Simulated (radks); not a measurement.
The numbers below are computed, except where a source is named.
Question: These are the eigenvalues of the occupied orbitals of an atom or ion with whole-number occupations (hartree). Level of theory: non-relativistic Kohn-Sham, TPSS, spin-polarised, spherical densities, point nucleus; meta-GGA in the generalised Kohn-Sham scheme (a radial shooting solver on a logarithmic mesh with Libxc functionals).

1s up: -285.3095
1s down: -284.9486
2s up: -55.62477
2s down: -55.01409
2p up: -52.27773
2p down: -51.55170

Which element is it, and in what charge state? The configuration may be excited. Open shells, if any, are filled with parallel spins first.

Answer: Z = 26, iron, charge +18: Fe18+ in [He] 2s2 2p4. The list shows which subshells hold electrons but not how many an open one holds; the 1s level, -285.31 hartree, gives Z - s = 23.9 by -(Z - s)^2/2, which with screening narrows Z to a few neighbours, and the depths of the outer levels then fix element, charge and occupations together.
